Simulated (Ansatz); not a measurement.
How methods differ on C2H6BFO (SMILES COB(C)F)

C2H6BFO has 11 atoms, charge 0, and is taken as a singlet. As SMILES, `COB(C)F`. The coordinates come from a PBE0-D4/def2-TZVP relaxation. This is one conformer, not always the lowest.

Quantity: the vertical energy of the triplet above the singlet, in eV. The values are calculated.

```
             level                    kind  program  value (eV)  CPU time (all runs)
       HF/def2-SVP            Hartree–Fock   Ansatz        7.88                 12 s
     BLYP/def2-SVP                     GGA   Ansatz        7.32                 17 s
     PBE0/def2-SVP           global hybrid   Ansatz        7.79                 20 s
  r2SCAN0/def2-SVP         hybrid meta-GGA   Ansatz        7.88                 38 s
CAM-B3LYP/def2-SVP  range-separated hybrid   Ansatz        8.05                 25 s
  wB97M-V/def2-SVP  range-separated hybrid   Ansatz        8.27              4.3 min
 RPA@PBE0/def2-SVP                     RPA   Ansatz        8.22                 28 s
     CCSD/def2-SVP   coupled cluster or CI   Ansatz        8.57              1.9 min
```

The values span 7.32 to 8.57 eV. A triplet this far above the singlet is often a Rydberg-like or dissociative state; sets without diffuse functions put Rydberg states too high. CPU times are rough (shared hosts, several kinds of processor): they show what a rung costs within a factor of a few.
